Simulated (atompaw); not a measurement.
**Before and after: PAW (atompaw) potential for Sb**

* Element: Sb
* Generator: atompaw 4.2.0.5
* Type: PAW
* Functional: PBEsol
* Relativity: scalar-relativistic
* Frozen core: [Kr]
* Valence charge: 15
* Reference configuration: 4d10 5s2 5p1 (charge +2)
* Partial waves: 5s (bound): rc 1.90 bohr; 5s channel at 1.1 Ry: rc 1.90 bohr; 5p (bound): rc 2.35 bohr; 5p channel at -0.8 Ry: rc 2.35 bohr; 4d (bound): rc 2.35 bohr; 4d channel at -0.75 Ry: rc 1.45 bohr
* Local potential: troulliermartins scheme with l = 3 at 0 Ry, radius 1.90 bohr
* Core correction: smooth core density matched at 1.65 bohr
* Augmentation charge: sinc compensation charge, radius 2.20 bohr; PAW radius 2.35 bohr; waves and projectors: custom polynom vanderbiltortho

Change: all radii scaled by about 0.96 (s 1.82, p 2.26, d 2.26 bohr); local potential troulliermartins scheme with l = 3 at 0 Ry, radius 1.82 bohr; augmentation sinc compensation charge, radius 2.10 bohr; PAW radius 2.26 bohr; waves and projectors: custom polynom vanderbiltortho; core correction smooth core density matched at 1.58 bohr.

Cutoffs: the cutoffs (Ry, on a coarse ladder) from which the occupation-weighted sum of valence levels, in a spherical-Bessel basis at the reference potential, stays within 10 and 1 mRy of its value at 400 Ry; they do not see the model core or the augmentation charge, which bear on the density cutoff.

Question: What does the change do?

Answer: The potential gets harder (21 Ry and 45 Ry → 35 Ry and 50 Ry); both files keep a bound ghost (d, p, s). A smaller radius makes the pseudo-wave follow the all-electron one further in, where it bends more sharply, so more plane waves are needed.

| quantity | base | changed |
| --- | --- | --- |
| cutoff, loose | 21 Ry | 35 Ry |
| cutoff, tight | 45 Ry | 50 Ry |
| loose cutoff by channel (10 mRy a level) | s 15 Ry, p 6 Ry, d 15 Ry | s 15 Ry, p 6 Ry, d 18 Ry |
| bound ghosts | s, p, d | s, p, d |
| lowest overlap eigenvalue by channel | s 0.10, p 0.20, d 1.00 | s 0.16, p 0.24, d 0.95 |

 A true bound ghost makes a file unfit for plane-wave use even where its test errors are small: the radial tests pick states by their node count and pass the ghost by. The cutoffs see the waves, projectors and local potential, not the compensation charge or the core.
